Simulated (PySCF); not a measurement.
Compound: C5HF5.
Atom-mapped SMILES: `[F:1][C:2]([F:3])=[C:4]([F:5])[C:6]1=[C:7]([F:8])[C@H:9]1[F:10]` (hydrogens: H11 on C9)

Geometry (PBE0-D3(BJ)/def2-SVP, Å), atoms numbered from 1 in this order:
```xyz
11
C5HF5 angstrom
F      1.718   -1.340    0.735
C      1.959   -0.244    0.074
F      3.229   -0.048   -0.128
C      0.993    0.585   -0.352
F      1.341    1.686   -1.016
C     -0.396    0.346   -0.136
C     -1.662    0.658   -0.225
F     -2.555    1.513   -0.628
C     -1.415   -0.609    0.418
F     -1.655   -1.776   -0.253
H     -1.516   -0.794    1.498
```

Method used: PBE0-D3(BJ)/def2-SVP geometry optimisation, gas phase in PySCF.

Take the most abundant isotopes and a rigid rotor. The values belong to one conformer with, in the numbering `[F:1][C:2]([F:3])=[C:4]([F:5])[C:6]1=[C:7]([F:8])[C@H:9]1[F:10]`, C2–C4–C6–C7 178°.

(1) Give the principal moments of inertia and the rotational constants in MHz.

(2) What kind of rotor is it?

(3) What does the inertial defect say?

(4) Where do the levels up to J = 2 lie, in MHz?

(5) Which lines would a microwave search look for?

## Answers

(1) Ia = 245.53, Ib = 597.14, Ic = 810.07 u·Å²; 505379 MHz·u·Å²/I gives A = 2058, B = 846.3, C = 623.9 MHz.

(2) An asymmetric top; Ray's κ = -0.690.

(3) Not planar: Δ = Ic − Ia − Ib = -32.60 u·Å². For a rigid frame Δ = −2 Σ m c², so Σ m c² = 16.30 u·Å² lies off the ab plane: 1.80 from hydrogen and 14.50 from heavier atoms. The atom farthest from that plane is 1.34 Å away.

(4) Above 0(0,0):
J = 1: 1(0,1) 1470, 1(1,1) 2682, 1(1,0) 2905
J = 2: 2(0,2) 4383, 2(1,2) 5400, 2(1,1) 6068, 2(2,1) 9703, 2(2,0) 9731
The levels of one J sum to (2J + 1)J(J + 1)(A + B + C)/3.

(5) The dipole components are |μa| = 0.47 D, |μb| = 0.02 D, |μc| = 1.31 D. Intensities carry the squares of the components, which stand as 0.13 : 0.00 : 1.00 (a : b : c). Some lines, for components of 0.1 D or more:

| type | branch | J(Ka,Kc) | MHz | lower level (cm⁻¹) |
| --- | --- | --- | --- | --- |
| a | Q | 2(1,1) ← 2(1,2) | 667 | 0.180 |
| c | Q | 2(1,2) ← 2(0,2) | 1017 | 0.146 |
| c | Q | 1(1,1) ← 1(0,1) | 1212 | 0.049 |
| a | R | 2(1,2) ← 1(1,1) | 2718 | 0.089 |
| c | R | 1(1,0) ← 0(0,0) | 2905 | 0.000 |
| a | R | 2(0,2) ← 1(0,1) | 2912 | 0.049 |
| a | R | 2(1,1) ← 1(1,0) | 3163 | 0.097 |
| c | Q | 2(2,1) ← 2(1,1) | 3636 | 0.202 |
| c | R | 2(1,1) ← 1(0,1) | 4597 | 0.049 |
| c | R | 2(2,0) ← 1(1,0) | 6827 | 0.097 |
| c | R | 2(2,1) ← 1(1,1) | 7021 | 0.089 |

PBE0-D3(BJ)/def2-SVP frequencies: not computed here. Zero-point vibration and centrifugal distortion are left out.
